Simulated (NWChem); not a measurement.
# CH₃NOSi; SMILES O=C=N[SiH3]

```xyz
7

Si     0.0791    -1.5674     0.0023
N      0.0063     0.1595     0.0012
C     -0.0450     1.3667     0.0004
O     -0.0952     2.5479    -0.0004
H      0.8768    -2.0262     1.1880
H     -1.3142    -2.1194     0.0834
H      0.7371    -2.0336    -1.2635
```
Atoms are numbered in this order, from 1.

All runs: NWChem. The geometry was optimised at PBE-D3(BJ)/def2-SVP. Level: B3LYP/def2-SVP with SMD (1 M gas to 1 M solution), gas-phase geometry. Reactions with the solvent are ignored.

Question: Order these by “solvation free energy (kcal/mol)”, lowest first: acetonitrile; ethylene glycol; methanol; water.

Answer: acetonitrile (-0.6), methanol (1.4), water (3.4), ethylene glycol (4.3)
